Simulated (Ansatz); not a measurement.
Mulliken charges of `NC1=N[SiH2]S1` from B3LYP/def2-TZVPP in Ansatz (PBE0-D4/def2-TZVP geometry).

```tsv
atom	x (Å)	y (Å)	z (Å)	charge (e)
N1	0.800	1.391	-1.007	-0.251
C2	0.235	0.404	-0.294	0.239
N3	0.862	-0.456	0.436	-0.402
Si4	-0.589	-1.254	0.936	0.488
S5	-1.563	0.230	-0.317	-0.286
H6	1.803	1.455	-1.019	0.181
H7	0.255	1.989	-1.597	0.174
H8	-0.773	-2.651	0.471	-0.072
H9	-0.942	-1.154	2.373	-0.071
```

Problem. By hand: the dipole of these point charges (1 e Å = 4.8032 D).

Solution. Σ q r = (0.162, 0.135, -0.110) e Å, of length 0.238 e Å = 1.14 D.

Problem. How does the dipole of the full density compare? (Estimate.)

Solution. Ansatz gave: (0.028, 0.282, -0.254) e Å, 1.83 D; the point charges give 0.62 times that, at 39° from its direction.

Point charges leave out the atoms' own dipoles, such as those of lone pairs, and Mulliken's split depends on the basis, so the two needn't agree.

B3LYP here is the variant with VWN-RPA as its local correlation; programs differ in this.
